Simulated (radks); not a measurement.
Results of a calculation; reference values are marked as such.
The gadolinium anion Gd- inside a hard spherical wall (all orbitals vanish at R), configuration held at [Xe] 4f7 5d2 6s2 and not refilled when levels cross. Level of theory: scalar-relativistic Kohn-Sham, LDA (Slater exchange, Perdew-Wang correlation), spin-polarised, spherical densities, finite nucleus; open shells are filled with parallel spins first (spin-orbit coupling, left out, can overturn this in heavy ions); Fermi nuclear charge, rms radius 5.1569 fm (a radial shooting solver on a logarithmic mesh with Libxc functionals). Eigenvalues in eV for spin up, with the zero of energy where the potential of the charges vanishes at infinity; a dash marks a level that is unbound or too diffuse for the functional's potential to be trusted. A positive occupied level is held by the wall or, in an anion where self-interaction has pushed it up, behind a barrier. The pressure on the wall is -dE/dV.

R (bohr)  E (hartree)  kinetic (hartree)    e(5p)   e(4f)   e(6s)  e(6p, empty)   e(5d)  e(7s, empty)  pressure (GPa)
20        -11263.0664          12089.339  -22.728  -4.969  -0.232         1.671   1.710         1.847         0.00133
15        -11263.0644          12089.342  -22.412  -4.648  -0.026         2.019   1.972         2.769         0.00778
12        -11263.0597          12089.361  -22.012  -4.244   0.242         2.460   2.312         4.101          0.0497
8         -11263.0075          12089.571  -20.081  -2.275   1.706         4.680   3.980        10.516            1.37
7         -11262.9520          12089.771  -18.865  -1.017   2.818         6.305   5.078        14.982            3.77
6         -11262.8308          12090.176  -17.014   0.934   4.873         9.263   6.868        22.817            11.6
5         -11262.5383          12091.116  -14.133   4.082   9.105        15.223   9.980        37.830            42.8
3.5       -11260.6263          12097.618   -4.339  15.558  31.123        43.972  22.456        102.86             576
3         -11258.2996          12105.678    3.912  25.109  53.514        70.977  33.521        158.91            1800
2         -11236.0203          12176.328   61.151  78.181  212.86        247.71  108.01        493.62           32800
